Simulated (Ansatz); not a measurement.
Born–Oppenheimer molecular dynamics of Cl2H5NSi2 (10 atoms, charge 0, multiplicity 1). It goes on from the last frame of an earlier run, with new velocities.

These are results of RKS PBE0-D4/6-31G in Ansatz 0.2.0, not measurements.

```yaml
ensemble: NVT, Nosé–Hoover chain
time_step: 1 fs
steps_asked: 150
set_temperature: 1000 K
thermostat: time constant 50 fs, chain length 1
seed: 505607
```

First frame:

```xyz
10
Properties=species:S:1:pos:R:3
Si -0.047 0.054 -0.026
Si 0.102 -0.060 2.299
H -1.359 -0.236 2.582
H 0.935 -1.075 3.001
H 0.395 1.336 2.744
Cl 2.110 0.112 -0.765
N -0.938 1.367 -0.792
H -1.516 1.125 -1.559
H -0.617 2.301 -0.872
Cl -1.177 -1.756 -0.723
```

How far do the bonds stretch over the last three quarters of this one trajectory? (Pairs bonded in most of those frames.)


```json
{"bond": "Si1–Si2", "mean (Å)": "2.475", "spread (Å)": "0.169", "shortest": "2.22", "longest": "2.73"}
{"bond": "Si1–Cl6", "mean (Å)": "2.192", "spread (Å)": "0.056", "shortest": "2.11", "longest": "2.28"}
{"bond": "Si1–N7", "mean (Å)": "1.764", "spread (Å)": "0.033", "shortest": "1.72", "longest": "1.83"}
{"bond": "Si1–Cl10", "mean (Å)": "2.231", "spread (Å)": "0.025", "shortest": "2.20", "longest": "2.29"}
{"bond": "Si2–H3", "mean (Å)": "1.511", "spread (Å)": "0.016", "shortest": "1.48", "longest": "1.55"}
{"bond": "Si2–H4", "mean (Å)": "1.504", "spread (Å)": "0.031", "shortest": "1.45", "longest": "1.56"}
{"bond": "Si2–H5", "mean (Å)": "1.510", "spread (Å)": "0.020", "shortest": "1.46", "longest": "1.55"}
{"bond": "N7–H8", "mean (Å)": "1.023", "spread (Å)": "0.044", "shortest": "0.95", "longest": "1.10"}
{"bond": "N7–H9", "mean (Å)": "1.026", "spread (Å)": "0.052", "shortest": "0.94", "longest": "1.11"}
```

Mean temperature of the second half: 1255 K. The conserved energy stayed within 3 meV per atom of its start (net change 2.4 meV per atom), so there is no drift, though single steps change it by up to 24 meV in the whole system, a sign of fast motions only just resolved. The mean temperature of the second half is 25 % above the set value. A run of 0.15 ps of so small a system gives no equilibrium averages. Limits of this set-up: no polarisation functions.

The run took 12 min on 1 thread of Arm Neoverse V1, with other jobs on the host, peak memory 0.17 GiB.
